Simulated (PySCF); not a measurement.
C4H6BN.
Structure used (PBE0-D3(BJ)/def2-SVP), in Å, numbered top down from 1:
```xyz
12
C4H6BN angstrom
B      2.186   -0.346    0.214
N      0.774   -0.236    0.139
C      0.048    0.933   -0.079
C     -1.282    0.633   -0.088
C     -1.402   -0.783    0.134
C     -0.140   -1.280    0.267
H      2.669   -1.433    0.406
H      2.847    0.653    0.080
H      0.568    1.879   -0.209
H     -2.097    1.339   -0.237
H     -2.325   -1.357    0.185
H      0.214   -2.293    0.444
```

Jobs on this species (12 atoms, 42 electrons) with PySCF (density fitting). Hardware of each: an Arm Neoverse V2 with one thread, on a shared host. Times come from a shared host and carry two figures at best. Peak memory is the resident size of the whole Python process, interpreter and libraries included.

| level and settings | work | basis functions | SCF cycles | wall time | peak memory |
| --- | --- | --- | --- | --- | --- |
| delta-SCF UKS HF, pcX-2 on the ionised atom, pcseg-1 elsewhere, spin-free X2C | ΔSCF core ionisation, 4 holes | 145 | ? | ? | ? |
| delta-SCF UKS SCAN, def2-TZVP on the ionised atom, pcseg-1 elsewhere, spin-free X2C | ΔSCF core ionisation, 4 holes | 131 | ? | ? | ? |
| delta-SCF UKS PBE0, pcX-2 on the ionised atom, pcseg-1 elsewhere, spin-free X2C | ΔSCF core ionisation, 4 holes | 145 | ? | ? | ? |
| delta-SCF UKS SCAN, pcX-1 on the ionised atom, pcseg-1 elsewhere, spin-free X2C | ΔSCF core ionisation, 4 holes | 124 | 78 | 21 s | 0.46 GiB |
| PBE0-D3(BJ)/def2-SVP, grid level 1 | geometry optimisation from a GFN2-xTB start shaken at random | 114 | 50 | 31 s | 0.47 GiB |
| delta-SCF UKS SCAN, pcX-2 on the ionised atom, pcseg-1 elsewhere, spin-free X2C | ΔSCF core ionisation, 4 holes | 145 | 79 | 26 s | 0.49 GiB |
| delta-SCF UKS SCAN, pcX-2 on the ionised atom, pcseg-1 elsewhere, non-relativistic | ΔSCF core ionisation, 4 holes | 145 | 79 | 26 s | 0.51 GiB |
| delta-SCF UKS PBE, pcX-2 on the ionised atom, pcseg-1 elsewhere, spin-free X2C | ΔSCF core ionisation, 4 holes | 145 | 71 | 14 s | 0.51 GiB |
| delta-SCF UKS B3LYP, pcX-2 on the ionised atom, pcseg-1 elsewhere, spin-free X2C | ΔSCF core ionisation, 4 holes | 145 | 67 | 26 s | 0.54 GiB |

Task: Fill in the missing figures.

Result: 
- delta-SCF UKS HF, pcX-2 on the ionised atom, pcseg-1 elsewhere, spin-free X2C; ΔSCF core ionisation, 4 holes: 17 s, 0.54 GiB, 79 SCF cycles
- delta-SCF UKS SCAN, def2-TZVP on the ionised atom, pcseg-1 elsewhere, spin-free X2C; ΔSCF core ionisation, 4 holes: 25 s, 0.46 GiB, 77 SCF cycles
- delta-SCF UKS PBE0, pcX-2 on the ionised atom, pcseg-1 elsewhere, spin-free X2C; ΔSCF core ionisation, 4 holes: 26 s, 0.55 GiB, 68 SCF cycles

Task: What do all jobs in the table cost together?

Result: About 3.5 min; the longest takes about 15 % of that, and about 2.2 times as long as the shortest.
